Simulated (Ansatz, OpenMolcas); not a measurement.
**CBr2F2 (dibromodifluoromethane): from total energies to a heat of formation**

CBr2F2 has 5 atoms, charge 0, and is taken as a singlet. SMILES: `FC(F)(Br)Br`. The shape is that of a PBE0-D4/def2-TZVP optimisation.

Total energies at BHLYP/cc-pVDZ (OpenMolcas 26.06); the atoms run unrestricted:

```
species    state   energy (Eh)
 CBr2F2  singlet  -5385.919901
      F  doublet    -99.704760
      C  triplet    -37.841274
     Br  doublet  -2574.080465
```

Harmonic wavenumbers at PBE0-D4/def2-TZVP, in cm⁻¹: 164, 281, 334, 344, 372, 638, 823, 1120, 1190.

Measured heats of formation of the gaseous atoms at 298.15 K, in kJ/mol: F 79.4, C 716.9, Br 111.9. Spin-orbit lowering of the atoms at 298 K (mean of the ground term's levels less their thermal mean, from spectra), in kJ/mol: F 1.29, C 0.02, Br 14.69. Take 1 Eh = 2625.50 kJ/mol, 1 cm⁻¹ = 0.0119627 kJ/mol, RT = 2.479 kJ/mol.

Q: Work out the heat of formation of the gas at 298 K.

A: 
1. Electronic atomisation energy: 2 × (-99.704760) + (-37.841274) + 2 × (-2574.080465) − (-5385.919901) = 0.508177 Eh = 1334.2 kJ/mol.
2. Zero-point energy: half the sum of the wavenumbers, 2633 cm⁻¹ = 31.5 kJ/mol.
3. Thermal vibrational enthalpy, Σ hcν̃/(exp(hcν̃/kT) − 1): 6.3 kJ/mol. Translation, rotation and pV of a non-linear molecule: 4 RT = 9.9 kJ/mol.
4. The 5 free atoms carry 5/2 RT each: 31.0 kJ/mol.
5. Spin-orbit coupling lowers the free atoms by 2 × 1.29 + 0.02 + 2 × 14.69 = 32.0 kJ/mol.
6. Atomisation enthalpy at 298 K: 1334.2 − 32.0 − 31.5 − 6.3 − 9.9 + 31.0 = 1285.5 kJ/mol.
7. Sum of the atoms' heats of formation: 1099.5 kJ/mol. Heat of formation: 1099.5 − 1285.5 = -186.0 kJ/mol.

The tabulated value is -384.5 kJ/mol (Active Thermochemical Tables), so this level is off by +198.5 kJ/mol, or 13.4 % of the atomisation enthalpy. Hybrids with much exact exchange underbind. Relativity is left out. Anharmonicity and any spin-orbit splitting of the molecule are left out.
